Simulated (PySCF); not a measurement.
# Dipole moment and polarisability across levels of theory

Species: C3H8BFO.
InChI=1S/C3H8BFO/c4-6-2-1-3(6)5/h3H,1-2H2,4H3/t3-/m1/s1

PySCF, dipoles from the SCF density, polarisabilities from static response with core orbitals frozen. One conformer (not necessarily the lowest) at the PBE0-D3(BJ)/def2-SVP geometry, without solvent, vibrations or thermal averaging.

The anisotropy is √(½[(α1 − α2)² + (α2 − α3)² + (α3 − α1)²]).

| level | μ (D) | α (Å³) | anisotropy (Å³) |
| --- | --- | --- | --- |
| PBE0/6-31+G* | 5.532 | 8.12 | 1.22 |
| PBE0/def2-SVP | 5.567 | 7.38 | 1.13 |
| PBE0/aug-cc-pVDZ | 5.373 | 8.82 | 1.55 |
| PBE0/def2-TZVP | 5.409 | 8.36 | 1.49 |
| PBE0/def2-TZVPD | 5.365 | 8.79 | 1.54 |

The dipole runs from 5.37 D (PBE0/def2-TZVPD) to 5.57 D (PBE0/def2-SVP). No reference polarisability is at hand; against PBE0 in the largest diffuse basis at hand (def2-TZVPD) the other PBE0 rows deviate by 6-31+G* -8%, def2-SVP -16%, aug-cc-pVDZ 0%, def2-TZVP -5%. With PBE0 the polarisability is 7.87 Å³ without diffuse functions (mean of def2-SVP and def2-TZVP) and 8.58 Å³ with them (mean of 6-31+G*, aug-cc-pVDZ and def2-TZVPD).

Without π bonds the low states are Rydberg-like; a valence basis with one diffuse set may place them up to an eV too high.
